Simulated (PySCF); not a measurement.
Spectrum to structure. Method: PySCF 2.14.0, density-fitted response routines, TDDFT PBE0/def2-SVPD, vertical, gas phase, core orbitals frozen in the response. Geometries: GFN2-xTB, one conformer each.

```json
{"state": "S1", "E (eV)": "3.61", "f": "0.0028"}
{"state": "S2", "E (eV)": "4.22", "f": "0.0002"}
{"state": "S3", "E (eV)": "5.52", "f": "0.039"}
{"state": "S4", "E (eV)": "5.94", "f": "0.0004"}
{"state": "S5", "E (eV)": "6.32", "f": "0.020"}
{"state": "S6", "E (eV)": "6.42", "f": "0.047"}
{"state": "S7", "E (eV)": "6.57", "f": "0.0047"}
{"state": "S8", "E (eV)": "6.70", "f": "0.011"}
```

Question: Which candidate is it? All have the formula C6H7FN2.
A. `[H]/N=C1\CCC[C@]1(F)C#N`
B. `CCc1cnc(F)cn1`
C. `CC1=CC(F)=C(C)N=N1`

Answer: C. Its S1, at 3.61 eV, is the lowest among the candidates; the nearest of the others has S1 at 4.30 eV. S1 is HOMO→LUMO (99%). Löwdin shares by element: HOMO nitrogen 77%, carbon 15% or more; LUMO carbon 38% or more, nitrogen 37% (atoms not listed hold the other 26%). At the same level the other candidates give, for their lowest levels:
- `CCc1cnc(F)cn1`: 4.30 eV (f 0.004); 5.19 eV (f 0.061); 5.20 eV (f 0.059); 5.74 eV (f 0.000); 6.35 eV (f 0.169); T1 3.62 eV; HOMO -7.72, LUMO -1.70 eV
- `[H]/N=C1\CCC[C@]1(F)C#N`: 4.66 eV (f 0.004); 6.57 eV (f 0.001); 6.93 eV (f 0.004); 7.08 eV (f 0.078); 7.19 eV (f 0.044); T1 3.94 eV; HOMO -7.96, LUMO -1.49 eV
Triplets come from the Tamm–Dancoff approximation.
